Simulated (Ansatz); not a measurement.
Steps of a relaxation of `BC(N)=O` with RKS PBE0-D4/def2-TZVP.

```sh
$ ansatz run in.yaml --threads 2 --pin off --events-out ev --progress --plain --max-ram 4352MiB
```

```yaml
crystal:
  periodic: [false, false, false]
  atoms:
    - {symbol: B, position_ang: [-0.980847, 0.884973, -0.276258]}
    - {symbol: C, position_ang: [0.193587, -0.078564, -0.053991]}
    - {symbol: N, position_ang: [0.907784, -1.053357, 0.494810]}
    - {symbol: O, position_ang: [0.535223, 0.631981, -1.054309]}
    - {symbol: H, position_ang: [-1.924048, 0.508276, -0.946392]}
    - {symbol: H, position_ang: [-1.015423, 1.918912, 0.364045]}
    - {symbol: H, position_ang: [0.546624, -1.567608, 1.297191]}
    - {symbol: H, position_ang: [1.829102, -1.301713, 0.119005]}
basis:
  gaussian: {orbitals: def2-TZVP}
hamiltonian: {xc: pbe0, dispersion: d4}
relax: {f_tol: 0.005, max_steps: 150}
```

Positions (Å) and forces (eV/Å) along the path, 8 of 8 steps:

```xyz
8
step=1 energy=-5311.1085 eV
B    -0.981    0.885   -0.276    0.033    0.021   -0.042
C     0.194   -0.079   -0.054    0.388    0.147   -0.439
N     0.908   -1.053    0.495   -0.031    0.087   -0.070
O     0.535    0.632   -1.054   -0.418   -0.538    0.865
H    -1.924    0.508   -0.946    0.403    0.140    0.265
H    -1.015    1.919    0.364    0.037   -0.425   -0.260
H     0.547   -1.568    1.297    0.222    0.374   -0.556
H     1.829   -1.302    0.119   -0.635    0.195    0.237
8
step=2 energy=-5311.1467 eV
B    -0.977    0.879   -0.272    0.107   -0.020   -0.051
C     0.192   -0.079   -0.053    0.103    0.095   -0.181
N     0.901   -1.046    0.491   -0.014    0.016   -0.005
O     0.531    0.625   -1.045   -0.205   -0.155    0.308
H    -1.905    0.506   -0.937    0.111    0.039    0.079
H    -1.006    1.900    0.358    0.007   -0.123   -0.070
H     0.544   -1.554    1.284    0.051    0.091   -0.133
H     1.812   -1.289    0.119   -0.161    0.056    0.053
8
step=3 energy=-5311.1507 eV
B    -0.973    0.877   -0.273    0.079   -0.016   -0.036
C     0.190   -0.079   -0.053    0.002   -0.025    0.020
N     0.898   -1.042    0.489   -0.002   -0.009    0.013
O     0.528    0.623   -1.041   -0.072    0.039    0.008
H    -1.896    0.505   -0.933   -0.010    0.001   -0.007
H    -1.002    1.891    0.357   -0.003    0.011    0.003
H     0.542   -1.548    1.280   -0.005   -0.003    0.006
H     1.805   -1.284    0.118    0.010    0.001   -0.008
8
step=4 energy=-5311.1511 eV
B    -0.972    0.876   -0.273    0.043    0.015   -0.046
C     0.190   -0.080   -0.052    0.010   -0.048    0.042
N     0.898   -1.043    0.490    0.002    0.004   -0.004
O     0.524    0.624   -1.040   -0.040    0.028   -0.003
H    -1.895    0.506   -0.934   -0.010   -0.002    0.001
H    -1.001    1.891    0.356   -0.006    0.004    0.008
H     0.543   -1.549    1.280   -0.004   -0.001    0.004
H     1.805   -1.283    0.118    0.006   -0.001   -0.003
8
step=5 energy=-5311.1518 eV
B    -0.968    0.880   -0.281    0.001    0.003   -0.003
C     0.186   -0.084   -0.046   -0.033   -0.012    0.034
N     0.900   -1.045    0.491   -0.011   -0.011    0.019
O     0.514    0.624   -1.034    0.014    0.012   -0.021
H    -1.895    0.509   -0.938    0.005    0.002    0.006
H    -1.001    1.894    0.353    0.000   -0.007   -0.004
H     0.550   -1.555    1.282   -0.004    0.017   -0.016
H     1.806   -1.281    0.116    0.028   -0.004   -0.014
8
step=6 energy=-5311.1517 eV rejected
B    -0.968    0.882   -0.282   -0.015    0.015   -0.008
C     0.182   -0.085   -0.042    0.099   -0.022   -0.031
N     0.900   -1.046    0.492   -0.033    0.038   -0.019
O     0.513    0.623   -1.031   -0.030   -0.022    0.038
H    -1.895    0.510   -0.938   -0.007    0.002   -0.003
H    -1.000    1.896    0.350   -0.004    0.001    0.006
H     0.552   -1.558    1.281   -0.005   -0.011    0.018
H     1.807   -1.278    0.114   -0.003    0.000   -0.001
8
step=7 energy=-5311.1518 eV
B    -0.968    0.881   -0.281   -0.003    0.001    0.000
C     0.185   -0.085   -0.044    0.000   -0.004    0.002
N     0.900   -1.045    0.492    0.008   -0.002   -0.003
O     0.514    0.623   -1.033    0.001    0.003   -0.001
H    -1.895    0.510   -0.938    0.000   -0.001    0.000
H    -1.001    1.894    0.352    0.001    0.001    0.000
H     0.551   -1.556    1.282   -0.002    0.001    0.001
H     1.807   -1.280    0.115   -0.005    0.001    0.002
8
step=8 energy=-5311.1518 eV
B    -0.968    0.881   -0.281   -0.001    0.001   -0.001
C     0.185   -0.085   -0.044    0.003    0.002   -0.001
N     0.900   -1.045    0.491   -0.003   -0.002    0.004
O     0.514    0.624   -1.032   -0.001   -0.001    0.000
H    -1.895    0.510   -0.938    0.000    0.000    0.000
H    -1.001    1.894    0.352    0.000   -0.001    0.001
H     0.550   -1.555    1.282    0.001    0.000   -0.001
H     1.807   -1.280    0.115    0.001    0.001   -0.001
```

Hardware: 2 threads of an AMD EPYC 9R45 on a shared host. Wall time 8 s, peak host memory 0.27 GiB.
